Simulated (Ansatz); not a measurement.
Calculated with Ansatz (gas phase, PBE0-D4/def2-TZVP geometries, no zero-point term in ΔE). CCSD(T)/CBS adds triple-zeta CCSD(T) − MP2 to the extrapolated MP2 energy (def2 sets, frozen cores). For Ga, Se outer-core shells are correlated without core-valence functions, which leaves a few kJ/mol of doubt a bond. Scalar relativity is left out up to krypton. One conformer a species, not always the lowest.

Reaction (formal exchange of groups at the Se–B bond): `FB([SiH3])[SeH]` + `[F][GaH][F]` → `[F][Ga]([F])[SeH]` + `FB[SiH3]`

| species | CCSD(T)/CBS(def2) energy (Eh) |
| --- | --- |
| `FB([SiH3])[SeH]` | -2816.83682 |
| `[F][GaH][F]` | -2124.20216 |
| `[F][Ga]([F])[SeH]` | -4524.95394 |
| `FB[SiH3]` | -416.08982 |

Task: Work out ΔE.

Result: ΔE = (-4524.95394) + (-416.08982) − (-2816.83682) − (-2124.20216) = -0.00478 Eh = -12.5 kJ/mol.

Largest T1 diagnostic among the species: 0.015.

In def2-TZVPP, CCSD(T) changes the Hartree–Fock value by +19.1 kJ/mol (the triples alone add +3.3 kJ/mol) and MP2 by +20.6 kJ/mol. The D4 term adds +3.2 kJ/mol with B3LYP and +1.7 kJ/mol with PBE0; it sums over pairs of atoms, weighted by their polarisabilities, and B3LYP, whose exchange is more repulsive, gets the larger term. From PBE to PBE0 (25 % exact exchange), in def2-TZVPP and without D4, ΔE moves by −5.3 kJ/mol.

B3LYP here is the variant with VWN-RPA as its local correlation; programs differ in this.
